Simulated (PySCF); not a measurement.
This PySCF input asks for the NMR shieldings of SMILES C(#CCB([SiH2]B)N[SiH3])C, C₄H₁₃B₂NSi₂; the geometry comes from GFN2-xTB.

```python
import basis_set_exchange as bse
import numpy as np
from pyscf import gto, dft
from pyscf.prop import nmr

atoms = """
B    -0.239157    1.739054    1.558047
Si   -1.537418    1.527347    0.127693
B    -0.938741   -0.092196   -0.834032
C     0.234002    0.027810   -1.918701
C     1.471395    0.075211   -1.158388
C     2.456601    0.099770   -0.474653
C     3.671656    0.142006    0.313891
N    -1.379931   -1.373520   -0.490198
Si   -2.535445   -1.914482    0.703079
H     0.742975    2.360250    1.415287
H    -0.348730    1.159126    2.571268
H    -2.949109    1.405751    0.573932
H    -1.638071    2.674340   -0.810846
H     0.167657    0.936530   -2.523456
H     0.282160   -0.823603   -2.607391
H     3.561916    0.860556    1.126429
H     4.516905    0.439381   -0.307740
H     3.877091   -0.840368    0.740496
H    -0.955165   -2.135354   -1.004778
H    -2.421873   -3.376612    0.680565
H    -2.171406   -1.381340    2.015081
H    -3.877724   -1.490270    0.303566
"""
names = dict.fromkeys(["B", "Si", "C", "N", "H"], "pcSseg-1")
basis = {el: gto.basis.parse(bse.get_basis(n, elements=[el], fmt="nwchem")) for el, n in names.items()}
mol = gto.M(atom=atoms, basis=basis, charge=0, verbose=0)
mf = dft.RKS(mol, xc="PBE0")
mf.grids.level = 2
mf.grids.alignment = dft.numint.BLKSIZE   # the property module wants whole blocks of grid points
mf.conv_tol = 1e-9
mf.kernel()

calc = nmr.RKS(mf)   # GIAO
C = mf.mo_coeff
Co = C[:, mf.mo_occ > 0]
resp = mf.gen_response(singlet=True, hermi=2)
def vind(x):   # induced exchange potential for any number of trial vectors
    d = np.einsum("pi,xij,qj->xpq", C, 2 * x.reshape(-1, C.shape[1], Co.shape[1]), Co, optimize=True)
    return np.einsum("xpq,pi,qj->xij", resp(d - d.transpose(0, 2, 1)), C, Co, optimize=True).ravel()
mo1, _ = nmr.rhf.solve_mo1(calc, with_cphf=vind)
sigma = calc.kernel(mo1)
for i, s in enumerate(sigma):   # ppm
    print("%2d %-2s %9.2f" % (i, mol.atom_pure_symbol(i), np.trace(s) / 3))
```

Q: Give the expected output.

A: 
```
 0 B      -8.19
 1 Si    449.71
 2 B      50.33
 3 C     165.75
 4 C     107.87
 5 C      98.56
 6 C     181.93
 7 N     148.07
 8 Si    403.25
 9 H      21.35
10 H      21.37
11 H      27.62
12 H      27.91
13 H      29.34
14 H      30.01
15 H      29.68
16 H      29.72
17 H      29.89
18 H      27.49
19 H      27.06
20 H      26.75
21 H      26.75
```

These numbers come from an equivalent density-fitted implementation of the same equations, which agrees with the script to about 0.01 ppm for H and up to a few tenths of a ppm for heavy atoms, so last digits may differ.

Size and cost of the density-fitted run: 232 basis functions, 110 s wall time on 1 thread of an Arm Neoverse N1, shared host; peak memory 0.98 GiB.
